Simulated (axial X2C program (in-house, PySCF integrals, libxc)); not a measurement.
Potential curves of GeSb, spin-free

Calculated with an in-house all-electron X2C program for linear molecules (integrals from PySCF). Spin-free means the one-electron spin-free X2C Hamiltonian. Basis: Sb dyall-cv3z [11s12p8d4f1g], Ge dyall-cv3z [9s9p7d4f1g] (cores contracted in-house); Gaussian nuclei, density fitting, unrestricted open shells. Masses: Sb 120.904 u, Ge 73.921 u.

State: M_S = 1/2, Λ = 1 (beyond evenly filled blocks: π+α, π+β, π-α). Energies in eV from the fragments at the same level (Sb + Ge). Fits are polynomials in 1 − R0/R over 0.85 to 1.23 times the lowest point R0.

```json
{"R (Å)": "2.1263", "CCSD": "", "CCSD(T)": "", "r2SCAN0": "-1.3651", "PBE0": "-1.5651"}
{"R (Å)": "2.2240", "CCSD": "-1.6006", "CCSD(T)": "-1.7892", "r2SCAN0": "-1.9440", "PBE0": "-2.1647"}
{"R (Å)": "2.2974", "CCSD": "-1.8777", "CCSD(T)": "-2.0752", "r2SCAN0": "-2.1841", "PBE0": "-2.4205"}
{"R (Å)": "2.3707", "CCSD": "-2.0229", "CCSD(T)": "-2.2276", "r2SCAN0": "-2.2984", "PBE0": "-2.5501"}
{"R (Å)": "2.4440", "CCSD": "-2.0704", "CCSD(T)": "-2.2790", "r2SCAN0": "-2.3175", "PBE0": "-2.5825"}
{"R (Å)": "2.5295", "CCSD": "-2.0377", "CCSD(T)": "-2.2451", "r2SCAN0": "-2.2555", "PBE0": "-2.5283"}
{"R (Å)": "2.6151", "CCSD": "-1.9421", "CCSD(T)": "-2.1418", "r2SCAN0": "-2.1405", "PBE0": "-2.4043"}
{"R (Å)": "2.7251", "CCSD": "-1.7679", "CCSD(T)": "-1.9502", "r2SCAN0": "-1.9526", "PBE0": "-2.1922"}
{"R (Å)": "2.8595", "CCSD": "", "CCSD(T)": "", "r2SCAN0": "-1.6943", "PBE0": "-1.9110"}
{"R (Å)": "3.0550", "CCSD": "", "CCSD(T)": "", "r2SCAN0": "-1.3081", "PBE0": "-1.5082"}
```

Correlated methods: 9 electrons correlated (number of frozen shells: Sb 4 s, 3 p, 2 d; Ge 3 s, 2 p, 1 d), 295 virtual spin orbitals or spinors in MP2, 90 natural virtuals in coupled cluster.

The state is one determinant whose occupation by symmetry is held fixed; it was picked as the lowest of a PBE0 search that is not exhaustive. Dissociation energies refer to the lowest single-determinant-based atoms at the same level and basis. CCSD and (T) use frozen natural virtuals with an MP2 correction for the truncation; (T) itself is uncorrected, so its De runs slightly low. PBE0 can misorder states that lie within some tenths of an eV, so this need not be the ground state of the molecule. The nearest other spin-free determinant of the search, M_S = 1/2, Λ = 0, lies 0.35 eV up at the distance of the search. Without a current term, density functionals place determinants with orbital angular momentum somewhat too high. The determinant is spin-polarised beyond a pure state at some levels (its spin-free form has ⟨S²⟩ too high), which makes Re and μ there less reliable. The T1 diagnostic is large, a sign of multireference character. With the outer-core shells frozen, correlated bond lengths of heavy atoms tend to come out a few hundredths of an ångström too long. Spin-free De lacks the spin–orbit lowering of the heavy p-block atom, a tenth of an eV or more for 4p and 5p, up to an eV for 6p and one to two eV for 7p atoms, less what an open-shell molecule gains itself. Coupled cluster ran on the points near the minimum only. MP2 and coupled cluster on one determinant become unreliable at the stretched end.

What are Re, ωe and De at the CCSD level?

At CCSD, spin-free: Re = 2.452 Å, ωe ≈ 273 cm⁻¹, De = 2.07 eV to Sb + Ge; Be follows as 0.0611 cm⁻¹.

What are Re, ωe and De at the CCSD(T) level?

At CCSD(T), spin-free: Re = 2.454 Å, ωe ≈ 282 cm⁻¹, De = 2.28 eV to Sb + Ge; Be follows as 0.061 cm⁻¹.

What are Re, ωe and De at the r2SCAN0 level?

At r2SCAN0, spin-free: Re = 2.424 Å, ωe ≈ 286 cm⁻¹, De = 2.32 eV to Sb + Ge; Be follows as 0.0625 cm⁻¹.

What are Re, ωe and De at the PBE0 level?

At PBE0, spin-free: Re = 2.436 Å, ωe ≈ 291 cm⁻¹, De = 2.58 eV to Sb + Ge; Be follows as 0.0619 cm⁻¹.
